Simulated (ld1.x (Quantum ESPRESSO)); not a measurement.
# tin: one change to a TM potential, before and after

* Element: Sn
* Generator: ld1.x (Quantum ESPRESSO) 7.5
* Type: norm-conserving Troullier–Martins (Kleinman–Bylander form)
* Functional: PW91
* Relativity: scalar-relativistic
* Frozen core: [Kr] 4d10
* Valence charge: 4
* Reference configuration: 5s2 5p1.5 (charge +0.5)
* Partial waves: 5s (bound): rc 1.75 bohr; 5p (bound): rc 1.95 bohr; 5d channel at 0.45 Ry: rc 1.55 bohr
* Local potential: all-electron potential smoothed inside 1.35 bohr (lloc = -1)
* Core correction: Bessel-smoothed model core, default radius (core density twice the valence density)

Change: wave 5p (bound): rc 1.95 bohr becomes 5p (bound): rc 2.66 bohr.

Cutoffs: the cutoffs (Ry, on a coarse ladder) from which the occupation-weighted sum of valence levels, in a spherical-Bessel basis at the reference potential, stays within 10 and 1 mRy of its value at 400 Ry; they do not see the model core or the augmentation charge, which bear on the density cutoff. Errors are all-electron minus pseudo energies relative to the spin-unpolarised reference configuration.

Task: How do hardness, ghosts and transferability respond?

Result: The potential gets softer (30 Ry and 50 Ry → 21 Ry and 50 Ry); both files keep a bound ghost (d, p, s); the errors of the 7 common tests hardly move. A larger radius leaves more room for a smooth pseudo-wave, so fewer plane waves are needed.

```tsv
quantity	base	changed
cutoff, loose	30 Ry	21 Ry
cutoff, tight	50 Ry	50 Ry
loose cutoff by channel (10 mRy a level)	s 18 Ry, p 30 Ry	s 18 Ry, p 6 Ry
bound ghosts	s, p, d	s, p, d
error for 5s2 5p2, meV [ΔE -2.64 eV]	-1.1	-0.9
error for 5s2 5p1, meV [ΔE 4.29 eV]	-4.2	-4.1
error for 5s2 5p0, meV [ΔE 18.32 eV]	-49	-50
error for 5s1 5p0, meV [ΔE 49.39 eV]	-313	-314
error for 5s1 5p3, meV [ΔE 4.36 eV]	-11	-11
error for 5s0 5p4, meV [ΔE 11.60 eV]	-59	-59
error for 5s1 5p2, meV [ΔE 11.97 eV]	-36	-34
```

 A true bound ghost makes a file unfit for plane-wave use even where its test errors are small: the radial tests pick states by their node count and pass the ghost by.
